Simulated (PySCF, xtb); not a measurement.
CH₅MoNO₂, SMILES [Mo](=[O])([NH2])([CH3])=[O], multiplicity 1. One conformer was computed; it need not be the lowest.

Harmonic wavenumbers (cm⁻¹) from GFN2-xTB (xtb) at its own minimum, in rising order: 104, 161, 179, 186, 208, 231, 384, 482, 490, 573, 630, 643, 662, 896, 989, 1273, 1446, 1455, 1461, 2915, 2919, 2940, 3285, 3299.

**Question.** What does B3LYP-D3(BJ)/def2-SVP (PySCF) give at its own minimum? (Estimate from the structure and the level; the computed values follow.)

**Answer.** 164, 182, 197, 218, 230, 316, 407, 536, 574, 641, 653, 679, 730, 1020, 1036, 1197, 1404, 1409, 1507, 3023, 3130, 3132, 3524, 3619. Paired by order, the mean absolute difference is 85 cm⁻¹ and the zero-point energies are 39.8 and 42.2 kcal/mol.
